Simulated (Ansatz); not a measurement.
## Ansatz (development build ahead of 0.2.0) run

```yaml
crystal:
  periodic: [false, false, false]
  atoms:
    - { symbol: Nb, position_ang: [0.0, 0.0, 0.0] }
    - { symbol: Nb, position_ang: [0.0, 0.0, 2.08] }
basis:
  gaussian: { orbitals: def2-TZVPP }
magnetization:
  spin_polarized: true
  initial_magnetization: 2
hamiltonian:
  xc: r2scan
```

The input is written out in the form of the current development build from the run's settings. The basis set brings a core potential for Nb, so the total leaves out those core electrons.

Output:

```json
{
  "Converged": "yes",
  "Total energy": "-113.84335 hartree",
  "Spin squared of the determinant": "2.046",
  "Stability test": "minimum"
}
```

Caution: other spin multiplicities were not run.
